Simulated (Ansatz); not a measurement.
Ansatz (a quantum-chemistry and plane-wave program) input (B3LYP/6-31G*):

Ansatz 0.2 input:
```yaml
crystal:
  periodic: [false, false, false]
  atoms:
    - {symbol: Si, position_ang: [-1.13071627, -0.21437975, -0.19786288]}
    - {symbol: Cl, position_ang: [1.10415170, 0.11806772, 0.10161408]}
    - {symbol: H, position_ang: [-1.48225327, 1.28364396, -0.26245164]}
    - {symbol: H, position_ang: [-1.45829783, -0.28947871, 1.30509270]}
basis:
  gaussian:
    orbitals: 6-31G*
hamiltonian:
  xc: {name: B3LYP}
total_charge: -1
relax: {f_tol: 0.003, max_steps: 120}
```

From the last part of the output:

```
Functional definition: B3LYP
integrals: 0.01 GiB planned
435 factors; integrals over basis functions are off by at most 4.0e-4 eV
mean field: 0.10 GiB planned
mean field evaluation 1: about -20433.1750 eV, gradient 1.7e1 eV
mean field evaluation 2: about -20433.1424 eV, gradient 1.8e1 eV
mean field evaluation 4: about -20434.2157 eV, gradient 3.7e-1 eV
mean field evaluation 8: about -20434.2209 eV, gradient 1.3e-3 eV
mean field -20434.22091788 eV, -750.9437679199 hartree, gradient 5.0e-5 eV, S^2 0.000000; 0 other end points of the search recorded, 0 dependent functions left out
the calculation of the forces begins
reference -20434.22111778 eV, -750.9437752659 hartree; 17, 17 occupied and 25, 25 virtual orbitals, 435 factors
relax step   1: F+E_penalty+E_count = -20434.22091788 eV  Δ(F+E_penalty+E_count) = +0.000e0 eV  max|allowed force component| = 1.361e-1 eV/Å  Δτ_max = 0.0000 Å  (23 SCF iters, accepted)
these checks for a lower state are left out or cut short: starts, cluster_reference, orbital_swaps, neighbouring_geometries, increment
integrals: 0.01 GiB planned
435 factors; integrals over basis functions are off by at most 4.0e-4 eV
mean field: 0.10 GiB planned
mean field evaluation 16: about -20434.2221 eV, gradient 3.1e-1 eV
mean field -20434.22257542 eV, -750.9438288333 hartree, gradient 1.1e-5 eV, S^2 0.000000; 0 other end points of the search recorded, 0 dependent functions left out
the calculation of the forces begins
reference -20434.22277541 eV, -750.9438361827 hartree; 17, 17 occupied and 25, 25 virtual orbitals, 435 factors
relax step   2: F+E_penalty+E_count = -20434.22257542 eV  Δ(F+E_penalty+E_count) = -1.658e-3 eV  max|allowed force component| = 7.599e-2 eV/Å  Δτ_max = 0.0089 Å  (22 SCF iters, accepted)
these checks for a lower state are left out or cut short: starts, cluster_reference, orbital_swaps, neighbouring_geometries, increment
integrals: 0.01 GiB planned
435 factors; integrals over basis functions are off by at most 4.0e-4 eV
mean field: 0.10 GiB planned
mean field -20434.22299146 eV, -750.9438441223 hartree, gradient 1.0e-5 eV, S^2 0.000000; 0 other end points of the search recorded, 0 dependent functions left out
the calculation of the forces begins
reference -20434.22319185 eV, -750.9438514864 hartree; 17, 17 occupied and 25, 25 virtual orbitals, 435 factors
relax step   3: F+E_penalty+E_count = -20434.22299146 eV  Δ(F+E_penalty+E_count) = -4.160e-4 eV  max|allowed force component| = 1.588e-2 eV/Å  Δτ_max = 0.0109 Å  (23 SCF iters, accepted)
these checks for a lower state are left out or cut short: starts, cluster_reference, orbital_swaps, neighbouring_geometries, increment
integrals: 0.01 GiB planned
435 factors; integrals over basis functions are off by at most 4.0e-4 eV
mean field: 0.10 GiB planned
mean field evaluation 32: about -20434.2230 eV, gradient 1.3e-4 eV
mean field -20434.22304539 eV, -750.9438461041 hartree, gradient 6.3e-6 eV, S^2 0.000000; 0 other end points of the search recorded, 0 dependent functions left out
the calculation of the forces begins
reference -20434.22324567 eV, -750.9438534642 hartree; 17, 17 occupied and 25, 25 virtual orbitals, 435 factors
relax step   4: F+E_penalty+E_count = -20434.22304539 eV  Δ(F+E_penalty+E_count) = -5.393e-5 eV  max|allowed force component| = 1.838e-3 eV/Å  Δτ_max = 0.0029 Å  (22 SCF iters, accepted)
integrals: 0.01 GiB planned
435 factors; integrals over basis functions are off by at most 4.0e-4 eV
mean field: 0.10 GiB planned
mean field -20434.22304539 eV, -750.9438461041 hartree, gradient 6.3e-6 eV, S^2 0.000000; 1 other end points of the search recorded, 0 dependent functions left out
the calculation of the forces begins
reference -20434.22324567 eV, -750.9438534642 hartree; 17, 17 occupied and 25, 25 virtual orbitals, 435 factors
Total energy: -20434.22324567 eV, -750.9438534642 hartree
Atom 0 at    -1.137933    -0.219385    -0.202776 Å, force    -0.001514     0.001809     0.001838 eV/Å
Atom 1 at     1.115591     0.119061     0.102436 Å, force     0.000494     0.000114     0.000107 eV/Å
Atom 2 at    -1.484384     1.286900    -0.261652 Å, force     0.000522    -0.001760    -0.000177 eV/Å
Atom 3 at    -1.460390    -0.288722     1.308383 Å, force     0.000498    -0.000163    -0.001768 eV/Å
Dipole moment:     0.233673     0.097490     0.094266 e Å
```

The dipole moment of an ion depends on the origin.
